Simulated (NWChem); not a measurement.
C3H4FNSi; SMILES N#C/C=C\[SiH2]F

```xyz
10

N      0.9820     2.7817     0.0000
C      0.0314     2.1097     0.0000
C     -1.1341     1.2767     0.0000
C     -1.0636    -0.0676     0.0000
Si     0.5154    -1.0881     0.0000
F      0.0425    -2.6332     0.0000
H     -2.0862     1.8047     0.0000
H     -2.0130    -0.6047     0.0000
H      1.3122    -0.8265    -1.2222
H      1.3122    -0.8265     1.2222
```
Atoms are numbered in this order, from 1.

All runs: NWChem. Pople sets run with spherical d functions. All runs use the structure optimised with B3LYP/6-31G* (spherical d). Total energies compare along this basis series because the functional is fixed.

```json
[
 {"level": "Hartree-Fock/STO-3G", "basis functions": "38", "energy (Ha)": "-551.8878", "highest occupied level (eV)": "-8.77", "orbital gap (eV)": "14.68", "dipole (D)": "2.31"},
 {"level": "Hartree-Fock/3-21G", "basis functions": "66", "energy (Ha)": "-555.7634", "highest occupied level (eV)": "-10.89", "orbital gap (eV)": "12.71", "dipole (D)": "2.63"},
 {"level": "Hartree-Fock/6-31G*", "basis functions": "96", "energy (Ha)": "-558.7659", "highest occupied level (eV)": "-10.82", "orbital gap (eV)": "12.58", "dipole (D)": "2.98"},
 {"level": "Hartree-Fock/6-31+G*", "basis functions": "120", "energy (Ha)": "-558.7770", "highest occupied level (eV)": "-10.98", "orbital gap (eV)": "12.23", "dipole (D)": "2.96"},
 {"level": "Hartree-Fock/6-311G**", "basis functions": "140", "energy (Ha)": "-558.8556", "highest occupied level (eV)": "-10.96", "orbital gap (eV)": "12.43", "dipole (D)": "2.83"},
 {"level": "Hartree-Fock/6-311++G**", "basis functions": "168", "energy (Ha)": "-558.8604", "highest occupied level (eV)": "-11.02", "orbital gap (eV)": "11.92", "dipole (D)": "2.85"}
]
```
